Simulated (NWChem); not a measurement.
System: H$_{3}$O$_{2}$ cation; SMILES O[OH2+]

```xyz
5

O     -0.0051     0.7831    -0.0785
O      0.0045    -0.6683     0.0724
H      0.0563     1.0532     0.8784
H      0.7868    -0.9860    -0.4651
H     -0.8386    -0.9859    -0.3638
```
Atoms are numbered in this order, from 1.

Program: NWChem. Medium grid unless said otherwise, to which SCAN and Minnesota functionals are sensitive. Coordinates come from a PBE-D3(BJ)/def2-SVP optimisation.

Q: Order these by “highest occupied level (eV)”, lowest first: MN15/def2-SVP; B3PW91/def2-SVP; BHandHLYP/def2-SVP; PBE/def2-SVP; M06-L/def2-SVP.

A: BHandHLYP/def2-SVP (-19.49), MN15/def2-SVP (-18.36), B3PW91/def2-SVP (-17.01), M06-L/def2-SVP (-15.79), PBE/def2-SVP (-15.13)
